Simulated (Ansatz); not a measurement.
Stepwise reaction of `Cl[SiH2][SiH2][GeH3]` with hydrogen chloride, as a gas-phase model of exchange steps in deposition or etching. ΔE in kJ/mol.

Gas-phase electronic energies from Ansatz, PBE0-D4/def2-TZVP geometries. CBS: MP2 limit from def2 TZ/QZ plus the TZ coupled-cluster correction, frozen cores. This one scheme is used for every species. DFT in def2-TZVPP. B3LYP here is the variant with VWN-RPA as its local correlation; programs differ in this. For Ge outer-core shells are correlated without core-valence functions, which leaves a few kJ/mol of doubt a bond. Scalar relativity is left out up to krypton. Each species was taken in one conformer, which may not be the lowest.

```tsv
step	reaction	PBE-D4	B3LYP-D4	ωB97M-V	CCSD(T)/CBS
2	`Cl[SiH2][GeH3]` + HCl → `[Cl][GeH3]` + `[SiH3]Cl`	-43.0	-55.1	-58.2	-52.4
```

Q: Give the row of step 1, `Cl[SiH2][SiH2][GeH3]` + HCl → `Cl[SiH2][GeH3]` + `[SiH3]Cl`. (Estimate.)

A: Ansatz gave: 
| step | reaction | PBE-D4 | B3LYP-D4 | ωB97M-V | CCSD(T)/CBS |
| --- | --- | --- | --- | --- | --- |
| 1 | `Cl[SiH2][SiH2][GeH3]` + HCl → `Cl[SiH2][GeH3]` + `[SiH3]Cl` | -67.2 | -81.3 | -87.9 | -82.3 |

Q: By hand: ΔE of the 2 steps together at CCSD(T)/CBS.

A: (-82.3) + (-52.4) = -134.7 kJ/mol, or -67.3 kJ/mol a step.

In ΔE each step is higher than the one before. All are downhill at CCSD(T)/CBS. PBE-D4 differs from CCSD(T)/CBS by 9.4 to 15.1 kJ/mol a step. Isolated molecules leave out the surface, adducts and barriers. Largest T1 diagnostic: 0.012.
